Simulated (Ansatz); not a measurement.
`C[O][Al]([F])[Br]` + H–F → `[F][Al]([F])[Br]` + CH₃OH at 298.15 K and 1 bar (ligand exchange at the Al–O bond).

Isolated molecules relaxed with PBE0-D4/def2-TZVP in Ansatz; ΔE leaves out vibrations. CCSD(T)/CBS is the MP2 limit (def2-TZVPP, def2-QZVPP) plus CCSD(T) − MP2 in def2-TZVPP, frozen cores. This one scheme is used for every species. For Br outer-core shells are correlated without core-valence functions, which leaves a few kJ/mol of doubt a bond. Scalar relativity is left out up to krypton. Each species was taken in one conformer, which may not be the lowest.

```tsv
species	CCSD(T)/CBS energy (Eh)	H − E (kJ/mol)	S (J/(mol·K))
`C[O][Al]([F])[Br]`	-3030.35080	142.7	368.8
H–F	-100.39570	33.5	173.6
`[F][Al]([F])[Br]`	-3015.14527	32.1	310.6
CH₃OH	-115.61712	146.3	238.2
```

H − E and S are ideal-gas, rigid-rotor, harmonic terms from PBE0-D4/def2-TZVP, for one conformer and one mirror image of each species. 1 Eh = 2625.50 kJ/mol, R = 8.31446 J/(mol·K).

By hand: ΔE, ΔH, ΔS and ΔG.

ΔE = (-3015.14527) + (-115.61712) − (-3030.35080) − (-100.39570) = -0.01589 Eh = -41.7 kJ/mol. Δ(H − E) = 32.1 + 146.3 − 142.7 − 33.5 = 2.2, so ΔH = -39.5 kJ/mol. ΔS = 310.6 + 238.2 − 368.8 − 173.6 = 6.4 J/(mol·K). ΔG = -39.5 − 298.15 × (6.4)/1000 = -41.4 kJ/mol.

By hand: the equilibrium constant, and the temperature at which ΔG would vanish if ΔH and ΔS stayed fixed.

log₁₀ K = −ΔG/(RT ln 10) = 7.3. ΔH and −TΔS have one sign here, so there is no such temperature.

The number of gas molecules stays the same, so ΔS is small and ΔH decides. A doubt of 5 kJ/mol in ΔE shifts log₁₀ K by 0.9 here. Other conformers and mirror images would add mixing entropy, several J/(mol·K) or more a flexible species. These are equilibria of isolated gas molecules and say nothing of rates. Largest T1 diagnostic: 0.010 (customary marks: 0.02 for closed shells, 0.045 for open ones).

ΔS is within the doubt of such terms, so its sign, and with it that verdict, could turn.
